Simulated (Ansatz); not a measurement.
C6H21N3SSi2⁺, that is (NMe2)3Si-S-SiH3 with one electron fewer. Charge 1, multiplicity 2. Geometry r2SCAN-D4/def2-SVP; atoms count from 1.

```xyz
33

Si   -0.2047    0.3021   -0.2396
N     1.3795   -0.2641   -0.7943
C     2.0531    0.2845   -1.9549
C     2.2325   -1.0666    0.0629
N     0.2624    1.5379    0.9498
C     0.4268    2.9434    0.6421
C     0.7434    1.1447    2.2585
N    -1.0132   -0.9752    0.5458
C    -2.1383   -0.6698    1.4255
C    -0.8363   -2.3965    0.2791
S    -1.2440    1.3387   -1.7673
Si   -2.3531   -0.3882   -2.5296
H     2.3828   -0.5418   -2.6115
H     1.3797    0.9345   -2.5280
H     2.9579    0.8464   -1.6604
H     1.6701   -1.4812    0.9084
H     2.6671   -1.9004   -0.5166
H     3.0778   -0.4678    0.4506
H     1.4868    3.2443    0.7330
H    -0.1473    3.5511    1.3659
H     0.0647    3.1759   -0.3675
H     0.2174    1.7258    3.0378
H     0.5596    0.0772    2.4368
H     1.8232    1.3596    2.3678
H    -2.2777    0.4191    1.5204
H    -1.9715   -1.0814    2.4381
H    -3.0782   -1.0988    1.0348
H    -1.7640   -2.8376   -0.1286
H    -0.5826   -2.9457    1.2042
H    -0.0386   -2.5639   -0.4582
H    -3.4107   -0.7709   -1.5567
H    -1.4005   -1.5157   -2.7330
H    -2.9244    0.0805   -3.8151
```

Single mean-field runs in def2-TZVP are fitted with def2-universal-jkfit.

Question: Estimate the Mulliken populations of the heavy atoms from the PBE0/def2-TZVP orbitals of Ansatz.

Answer: 
| atom | charge (e) | spin (α − β) |
| --- | --- | --- |
| Si1 | 0.18 | -0.07 |
| N2 | -0.04 | 0.44 |
| C3 | -0.32 | -0.02 |
| C4 | -0.35 | -0.02 |
| N5 | 0.00 | 0.49 |
| C6 | -0.32 | -0.02 |
| C7 | -0.33 | -0.03 |
| N8 | -0.12 | 0.00 |
| C9 | -0.33 | 0.00 |
| C10 | -0.36 | 0.00 |
| S11 | -0.25 | 0.01 |
| Si12 | 0.15 | 0.00 |
Mulliken values depend strongly on the basis.

Question: Where does the spin sit?

Answer: Summed by element: Si -0.07, N 0.93, C -0.09, S 0.01, H 0.22, of 1 unpaired in all. Largest on single atoms: N5 0.49, N2 0.44, Si1 -0.07.

Question: And the Mayer bond orders between heavy atoms (over 0.3)?

Answer: Si1–N2 1.07 (1.77 Å); Si1–N5 1.05 (1.78 Å); Si1–N8 1.30 (1.70 Å); Si1–S11 1.21 (2.12 Å); N2–C3 0.94 (1.45 Å); N2–C4 0.94 (1.45 Å); N5–C6 0.94 (1.45 Å); N5–C7 0.94 (1.45 Å); N8–C9 0.92 (1.46 Å); N8–C10 0.92 (1.46 Å); S11–Si12 1.02 (2.19 Å).
